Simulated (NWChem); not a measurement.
# Correlation energy of HSe

```
Se
H 1 1.4735
```
Charge 0, spin multiplicity 2.

All runs are NWChem calculations. Structure: optimised with UPBE0/def2-SVP, a minimum by its harmonic frequencies.

Basis set: STO-3G. Each correlation energy counts from its own Hartree-Fock reference.

The Hamiltonian is non-relativistic. The correlated methods keep 9 core orbitals frozen. The structure started from a generated list of species. The unpaired electrons of the parent sit in orbitals of symmetry b2 (C2v labels of the run); other states weren't searched. No SCF solution was tested for a lower state. Open-shell Hartree-Fock references start from PBE0 orbitals. Coupled-cluster values serve here as a point of comparison, not as the truth.

Question: Order these methods by the correlation energy they give, lowest first: CCSD on ROHF, UMP2, SCS-UMP2.

Answer: CCSD on ROHF (-21.9 mHa), SCS-UMP2 (-16.4 mHa), UMP2 (-13.7 mHa)
